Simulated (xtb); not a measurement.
ethynylcyclopropane (C₅H₆), SMILES C#CC1CC1. All values are semi-empirical tight-binding results from xtb (GFN2-xTB unless named), good for trends rather than for accurate numbers. Geometry optimised at GFN2-xTB.

Computed properties:
```
Property                                       Result
--------------------------------------  -------------
point group as xtb finds it                        Cs
orbital gap                                   6.30 eV
dipole moment                                  0.67 D
zero-point energy                       55.9 kcal/mol
G − E(el) at 298.15 K (modified RRHO)   38.4 kcal/mol
static polarisability (D4 model)           52.8 bohr³
solvation energy, GFN2-xTB/ALPB(water)  -1.0 kcal/mol
solvation energy, GFN2-xTB/ALPB(thf)    -4.9 kcal/mol
```

Computed IR lines (harmonic; lines under 4 % of the strongest left out, lines within 3 cm⁻¹ merged):
ν (cm⁻¹): 647 (m), 662 (m), 955 (w), 1019 (w), 1069 (w), 2286 (m), 3026 (m), 3089 (s), 3096 (m), 3113 (vs), 3401 (w) (against the strongest line: vs over 80 %, s over 45 %, m over 15 %, w over 4 %, vw less)
